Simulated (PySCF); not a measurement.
Cd(Me)(OSiH3) (CH6CdOSi), SMILES [CH3][Cd][O][SiH3]. Atoms are numbered in the order given.

```xyz
10

Cd    -0.3571     0.2658     0.5070
C     -1.7141     1.3753     1.6339
H     -2.1433     0.7518     2.4309
H     -2.5275     1.7384     0.9901
H     -1.2093     2.2389     2.0894
O      0.9546    -0.8185    -0.4888
Si     1.4781    -1.1108    -2.0112
H      0.3867    -1.6362    -2.9024
H      2.5772    -2.1276    -1.9999
H      2.0125     0.1247    -2.6815
```
Charge 0, spin multiplicity 1.

Geometry: PBE0-D3(BJ)/def2-SVP. The structure was generated by enumeration; whether it is a known compound was not checked. The def2 effective core potentials stand for the cores of Cd; spin–orbit coupling is left out. The values are those of a single conformer.

All values below come from PBE0-D3(BJ)/def2-SVP (PySCF 2.14.0).

Frequencies are harmonic and unscaled.

A small imaginary wavenumber (i) marks a very flat motion, where grid noise or a shallow saddle decides the sign.

Computed vibrational spectrum:
```tsv
mode	ν (cm⁻¹)	IR (km/mol)	moving atoms (share of kinetic energy)
1	16i	0.1	H 92 %
2	35	0.4	H 70 %, O 15 %, C 9 %
3	61	0.2	Si 27 %, C 25 %, H 22 %, O 18 %, Cd 8 %
4	131	7.1	O 35 %, C 25 %, Cd 22 %, H 17 %
5	135	6.3	O 27 %, Cd 24 %, C 20 %, H 16 %, Si 13 %
6	415	14.6	O 41 %, Si 26 %, C 14 %, H 11 %, Cd 8 %
7	545	20.5	C 58 %, Cd 19 %, H 17 %
8	726	14.9	H 84 %, C 14 %
9	727	23.1	H 84 %, C 14 %
10	733	94.4	H 83 %, Si 9 %
11	738	77.9	H 80 %, Si 10 %, O 9 %
12	948	86.5	H 96 %
13	954	87.0	H 96 %
14	1012	93.8	H 85 %, O 14 %
15	1019	771.6	O 61 %, Si 30 %, H 9 %
16	1190	0.1	H 82 %, C 18 %
17	1430	0.9	H 95 %
18	1431	0.8	H 95 %
19	2170	214.9	H 96 %
20	2181	154.3	H 97 %
21	2214	180.4	H 97 %
22	3071	6.9	H 97 %
23	3188	1.1	H 90 %, C 10 %
24	3189	1.1	H 90 %, C 10 %
```
